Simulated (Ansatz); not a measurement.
Born–Oppenheimer molecular dynamics of F$_{2}$GeH$_{2}$ (5 atoms, charge 0, multiplicity 1). It starts at the highest image of a converged band. Of that band: Neighbouring images differ by up to 2.3 eV, so the band resolves the path poorly. A vibrational analysis at the climbing image gives one clearly imaginary mode, 1526i cm⁻¹: a first-order saddle point.

Method: RKS B3LYP/def2-SVPD (Ansatz 0.2.0).

```yaml
ensemble: NVE (velocity Verlet)
time_step: 0.5 fs
steps_asked: 190
starting_velocities_drawn_for: 300 K
seed: 11291
```

First frame:

```xyz
5
Properties=species:S:1:pos:R:3
Ge 0.318 0.001 -0.356
H 0.677 -0.001 1.405
H 1.651 0.000 0.384
F -0.747 1.389 -0.308
F -0.746 -1.389 -0.309
```

(1) How far do the bonds stretch over the last three quarters of this one trajectory? (Pairs bonded in most of those frames.)

Results:

(1) 
```json
{"bond": "Ge1–H2", "mean (Å)": "1.645", "spread (Å)": "0.113", "shortest": "1.44", "longest": "1.88"}
{"bond": "Ge1–H3", "mean (Å)": "1.595", "spread (Å)": "0.102", "shortest": "1.46", "longest": "1.90"}
{"bond": "Ge1–F4", "mean (Å)": "1.785", "spread (Å)": "0.038", "shortest": "1.72", "longest": "1.87"}
{"bond": "Ge1–F5", "mean (Å)": "1.809", "spread (Å)": "0.078", "shortest": "1.67", "longest": "1.93"}
```

Mean temperature of the second half: 4361 K. The conserved energy stayed within 0.56 meV per atom of its start (net change -0.19 meV per atom), so the integration is sound. The kinetic energy rose, since the run started high on the potential surface and went downhill. A run of 0.095 ps of so small a system gives no equilibrium averages. The orbitals stay closed-shell, which can raise the energy where a bond breaks towards radicals; this wasn't checked here.

Run time: 12 min on 2 threads of Intel(R) Xeon(R) Platinum 8259CL CPU @ 2.50GHz (Skylake/Cascade Lake) (shared host), peak memory 0.22 GiB.
